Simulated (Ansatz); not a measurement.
Ligand-field states of [CrF6]3- (CrF6³⁻) at its PBE-D4/def2-SVPD geometry (relaxed as a quartet).

Cartesian coordinates in Å:
```
Cr 0.000 0.000 0.000
F -0.420 -1.537 -1.209
F 0.420 1.537 1.209
F -0.679 -1.044 1.564
F 0.679 1.044 -1.564
F -1.833 0.740 -0.303
F 1.833 -0.740 0.302
```

CASSCF(3,5) on the Cr 3d shell in def2-SVP, averaged with equal weights over 10 quartets and 12 doublets, then SC-NEVPT2; Ansatz, no spin–orbit coupling. The space holds no ligand orbitals and no second d shell, so covalent complexes are described poorly.

Estimate the states' energies above the lowest.


```csv
state,CASSCF (eV),NEVPT2 (eV)
quartet 1,0.00,0.00
quartet 2,1.45,1.63
quartet 3,1.45,1.63
quartet 4,1.45,1.63
quartet 5,2.37,2.56
quartet 6,2.37,2.57
quartet 7,2.37,2.57
quartet 8,3.99,3.96
quartet 9,3.99,3.96
quartet 10,3.99,3.96
doublet 1,2.44,2.26
doublet 2,2.44,2.26
doublet 3,2.56,2.40
doublet 4,2.56,2.40
doublet 5,2.56,2.40
doublet 6,3.36,3.19
doublet 7,3.36,3.19
doublet 8,3.36,3.19
doublet 9,3.51,3.52
doublet 10,3.87,3.88
doublet 11,3.87,3.88
doublet 12,3.87,3.88
```
The lowest NEVPT2 state is a quartet. Run time 66 s (4 threads of Intel Xeon on a shared host), peak host memory 0.68 GiB.
